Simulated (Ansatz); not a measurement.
Geometry optimisation, RKS r2SCAN-D4/def2-mTZVP (Ansatz 0.2.0).

input.yaml

```yaml
crystal:
  periodic: [false, false, false]
  atoms:
    - { symbol: Ge, position_ang: [-0.9169, 1.0637, -0.8938] }
    - { symbol: C, position_ang: [0.0403, -0.1756, 0.1043] }
    - { symbol: C, position_ang: [0.0949, -1.4228, 0.821] }
    - { symbol: C, position_ang: [1.319, -0.5839, 0.6826] }
    - { symbol: H, position_ang: [-1.5242, 0.4233, -2.1992] }
    - { symbol: H, position_ang: [-2.138, 1.6534, -0.0422] }
    - { symbol: H, position_ang: [-0.0164, 2.29, -1.3032] }
    - { symbol: H, position_ang: [-0.90834, 0.17042, -0.30613] }
    - { symbol: H, position_ang: [1.5256, -0.0209, 1.647] }
    - { symbol: H, position_ang: [1.9948, -0.9661, -0.0201] }
basis:
  gaussian: { orbitals: def2-mTZVP }
hamiltonian:
  xc: r2scan
  dispersion: d4
relax:
  f_tol: 0.02
  max_steps: 50
```

Run as:

```bash
$ ansatz run input.yaml --threads 2 --pin off --max-ram 3072MiB --backend cpu --events-out ev --progress --plain --runs-dir out
```

Task: Where does it end, and by what steps?

Result: It converged. After 22 steps the energy has fallen by 8.818 eV; H10 moved furthest, 1.56 Å. The start is strongly strained (largest force component 24 eV/Å), so its close contacts needn't be bonds. Parted: Ge1–H8 (1.07 → 2.57 Å).

```
step  energy less start (eV)  largest force component (eV/Å)  accepted
   0                  0.0000                          23.605       yes
   1                 -4.2755                           8.886       yes
   2                 -5.8624                           2.989       yes
   3                 -6.5020                           1.639       yes
   4                 -7.0022                           2.457       yes
   5                 -7.5026                           2.374       yes
   6                 -7.9049                           2.101       yes
   7                 -8.1543                           1.925       yes
   8                 -8.4426                           1.538       yes
   9                 -8.5958                           1.018       yes
  10                 -8.7362                           0.636       yes
  11                 -8.7721                           0.594       yes
  12                 -8.7784                           0.850       yes
  13                 -8.7614                           0.517        no
  14                 -8.8064                           0.134       yes
  15                 -8.8102                           0.070       yes
  16                 -8.8130                           0.062       yes
  17                 -8.8151                           0.102       yes
  18                 -8.8164                           0.066       yes
  19                 -8.8175                           0.028       yes
  20                 -8.8179                           0.026       yes
  21                 -8.8180                           0.021       yes
  22                 -8.8181                           0.008       yes
```

```xyz
10
Properties=species:S:1:pos:R:3
Ge -0.858 1.036 -1.091
C -0.321 -0.289 0.256
C 0.621 -1.292 -0.238
C 1.074 -0.283 0.778
H -1.892 0.416 -2.037
H -1.456 2.243 -0.353
H 0.394 1.471 -1.864
H -1.181 -0.648 0.820
H 1.320 -0.718 1.746
H 1.770 0.495 0.473
```

Run time: 59 s on 2 threads of Intel(R) Xeon(R) Platinum 8375C CPU @ 2.90GHz (Ice Lake) (shared host), peak memory 0.26 GiB.
